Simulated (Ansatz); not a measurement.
Geometry optimisation, RKS BLYP-D4/STO-3G (Ansatz 0.2.0).

The input (input.yaml):

```yaml
crystal:
  periodic: [false, false, false]
  atoms:
    - { symbol: "N", position_ang: [-1.4199, 1.3366, 1.5916] }
    - { symbol: C, position_ang: [-0.643, 0.6789, 0.8977] }
    - { symbol: C, position_ang: [-0.3906, 0.4631, -0.5892] }
    - { symbol: C, position_ang: [0.865, -0.5255, -0.6104] }
    - { symbol: O, position_ang: [0.4005, -1.7809, -1.1489] }
    - { symbol: Al, position_ang: [0.8387, -0.5707, 1.3159] }
    - { symbol: F, position_ang: [1.7228, -1.3584, 2.7026] }
    - { symbol: H, position_ang: [-2.12, 1.995, 1.0954] }
    - { symbol: H, position_ang: [-1.2621, 0.083, -1.0386] }
    - { symbol: H, position_ang: [-0.0544, 1.4225, -1.0254] }
    - { symbol: H, position_ang: [1.7079, -0.1378, -1.0558] }
    - { symbol: H, position_ang: [0.4321, -1.6609, -2.101] }
basis:
  gaussian: { orbitals: STO-3G }
hamiltonian:
  xc: blyp
  dispersion: d4
relax:
  f_tol: 0.02
  max_steps: 40
scf:
  lower_state_search: "off"
output:
  orbitals: {}
```

Launched with:

```bash
$ ansatz run input.yaml --threads 1 --pin off --max-ram 2048MiB --backend cpu --events-out ev --progress --plain --runs-dir out
```

**Question.** Where does it end, and by what steps?

**Answer.** It converged. Limits of this set-up: minimal basis. After 14 steps the energy has fallen by 1.650 eV; O5 moved furthest, 0.23 Å.

```csv
step,energy less start (eV),largest force component (eV/Å),accepted
0,0.0000,4.505,yes
1,-1.3920,1.711,yes
2,-1.4969,1.489,yes
3,-1.5865,1.463,yes
4,-1.6277,0.706,yes
5,-1.6434,0.222,yes
6,-1.6453,0.147,yes
7,-1.6474,0.066,yes
8,-1.6479,0.069,yes
9,-1.6486,0.071,yes
10,-1.6486,0.099,no
11,-1.6491,0.048,yes
12,-1.6493,0.045,yes
13,-1.6494,0.028,yes
14,-1.6495,0.019,yes
```

```xyz
12
Properties=species:S:1:pos:R:3
N -1.373 1.520 1.707
C -0.581 0.680 1.051
C -0.425 0.432 -0.526
C 0.842 -0.584 -0.577
O 0.585 -1.882 -1.252
Al 0.806 -0.610 1.377
F 1.558 -1.355 2.629
H -1.963 2.066 0.958
H -1.339 -0.059 -0.936
H -0.260 1.378 -1.092
H 1.710 -0.047 -1.047
H 0.518 -1.596 -2.257
```

The run took 38 s on 1 thread of Intel(R) Xeon(R) Platinum 8488C (Sapphire Rapids), on a shared host, peak memory 0.19 GiB.
